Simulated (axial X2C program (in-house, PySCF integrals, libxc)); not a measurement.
Low determinants of BaH⁻ at the PBE0 level, 2c

All values were computed with an in-house relativistic program for diatomic molecules. Two-component (2c) means X2C with spin–orbit coupling and atomic mean-field two-electron Coulomb and Gaunt terms. Basis: Ba dyall-av3z [15s15p10d4f], H dyall-av3z [7s3p2d] (cores contracted in-house); Gaussian nuclei, density fitting, unrestricted open shells. Masses: Ba 137.905 u, H 1.008 u.

Search at 2.280 Å (vertical energies from the lowest determinant):

```csv
ΔE (eV),state,electrons beyond evenly filled partner blocks,"electrons in ±ω = 1/2, 3/2, 5/2, 7/2"
0.00,Ω = 0,none,38 16 4 0
0.52,Ω = 2,"ω = 1/2, ω = 3/2",37 17 4 0
0.61,Ω = 1,2 × ω = 1/2,38 16 4 0
0.71,Ω = 1,"ω = -1/2, ω = 3/2",37 17 4 0
1.03,Ω = 3,"ω = 1/2, ω = 5/2",37 16 5 0
1.27,Ω = 2,"ω = -1/2, ω = 5/2",37 16 5 0
3.16,Ω = 4,"ω = 1/2, ω = 7/2",37 16 4 1
```

Lowest determinant, Ω = 0 (closed shell): Re = 2.317 Å, ωe = 1012.5 cm⁻¹.

The determinant in row 2 of the search, Ω = 2 (⟨Sz⟩ = 1.00, ⟨Lz⟩ = 1.00 at PBE0), was followed along the bond at PBE0; measured from the minimum of the lowest determinant it gives:

Te = 0.518 eV (4178 cm⁻¹), Re = 2.279 Å, ωe = 1073.6 cm⁻¹.

Question: Compare the bond of the determinant in row 2 with that of the lowest one.

Answer: At PBE0 its Re is 0.038 Å shorter and its force constant, which goes as ωe², is 1.12 times that of the lowest determinant. T0 ≈ Te + Δωe/2 = 4178 + (31) = 4209 cm⁻¹.

The search compares states at one distance, so a state with another bond length can lie lower; it is not exhaustive and yields mostly the lowest determinant of each block pattern, so other components and higher states of one pattern are missing. These are energies of single determinants, not of spin-adapted states; PBE0 term energies can be off by some tenths of an eV, and the functional has no current term. Open-shell Ω = 0 determinants with evenly filled partner blocks cannot be reached by this program, so the Ω shown need not be the lowest component. The lowest determinant need not be the ground state where others lie within half an eV. For an anion, determinants above electron detachment are held by the basis set. The highest occupied level of some functionals is positive through self-interaction error; at Hartree–Fock it is bound. Row 1 has a positive highest level at its minimum. Row 2 has a positive highest level at its minimum.
